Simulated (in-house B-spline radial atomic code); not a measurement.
BSE on G0W0@HF excitations of the arsenic ion As³⁺

Method: BSE on G0W0@HF. Computed with an all-electron radial atomic-structure program (B-spline basis): linear response of the closed shell [Ar] 3d10 4s2 with a statically screened interaction on G0W0 levels; non-relativistic, point nucleus, no spin-orbit coupling, no double excitations, S, P, D and F terms only; shells from n = 2 respond. Only terms of natural parity with L up to 3 were computed.

Without relativity these are model numbers for so heavy an element.

Command:
```bash
python run_td.py task.json out
```
Settings (radii: box in bohr, nucleus in fm):
```
Z                        33
electrons                30
configuration            [Ar] 3d10 4s2
hamiltonian              nr
method                   bse
box_radius               23.08
intervals                55
```

Time taken, with all properties: 2 s on 1 thread of Arm Neoverse N1 (shared host).

The lowest states, in the order of their Tamm-Dancoff energies; the method's threshold (minus the highest G0W0 level) is 49.14 eV. Labels give the largest channel, * marks a mixed state, and oscillator strengths are full-response dipole values. Energies in eV:

```tsv
state	full response	Tamm-Dancoff	oscillator strength
4s → 4p 3P	8.657	8.838	-
4s → 4p 1P	?	?	?
4s → 4d 3D	25.940	25.954	-
4s → 5s 3S	27.252	27.263	-
4s → 4d 1D	27.309	27.337	-
4s → 5s 1S	28.274	28.300	-
4s → 5p 3P	30.97	30.98	-
4s → 5p 1P	31.48	31.53	0.0248
4s → 4f 3F	35.28	35.28	-
4s → 4f 1F	35.52	35.52	-
4s → 5d 3D	36.21	36.21	-
4s → 5d 1D	36.58	36.59	-
4s → 6s 3S	?	?	-
4s → 6s 1S	36.99	37.00	-
4s → 6p 3P	38.31	38.31	-
4s → 6p 1P	38.49	38.50	0.0187
```

**Question.** Where does 4s → 4p 1P lie?

**Answer.** At 13.444 eV in full response, 14.101 eV in Tamm-Dancoff, oscillator strength 1.64.

**Question.** Where does 4s → 6s 3S lie?

**Answer.** At 36.67 eV in full response, 36.67 eV in Tamm-Dancoff.

**Question.** How large is the singlet-triplet splitting of 4s → 4p (P terms) in Tamm-Dancoff?

**Answer.** 5.26 eV, from the unrounded values.

**Question.** What polarisabilities and dispersion coefficient does the method give?

**Answer.** Dipole 7.311 bohr³, quadrupole 15.63 bohr⁵, C6 22.91 hartree·bohr⁶ for two such species.
